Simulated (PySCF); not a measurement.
Level of theory: PBE/[Mn def2-SVP, Cl def2-SVP], no relativity, density fitting, PySCF.

Each entry is the lowest minimum that a search over a few typed start shapes (and spin states, where more than one is plausible) found, or that minimum re-optimised at the stated level; isomers with ligand–ligand bonds, or fragments after loss of a ligand pair, can lie lower. Open shells are unrestricted.

MnCl₃ is a quintet of C2v symmetry with Mn–Cl 2.133 Å, Mn–Cl 2.153 Å (×2); Cl–Mn–Cl 109.8° (×2), Cl–Mn–Cl 140.4°. Its wavenumbers are 53, 100, 102, 337, 443, 473 cm⁻¹.

(1) What changes when one electron is removed, giving MnCl₃⁺?

## Answers

(1) It costs 9.54 eV between the minima (9.55 eV with zero-point energy). MnCl₃⁺ is a quartet of D3h symmetry with Mn–Cl 2.064 Å (×3); Cl–Mn–Cl 120.0° (×3); wavenumbers 51, 119 (×2), 363, 521 (×2) cm⁻¹.

Open d and f shells are described by one determinant, and the ground state may have another occupation or spin.
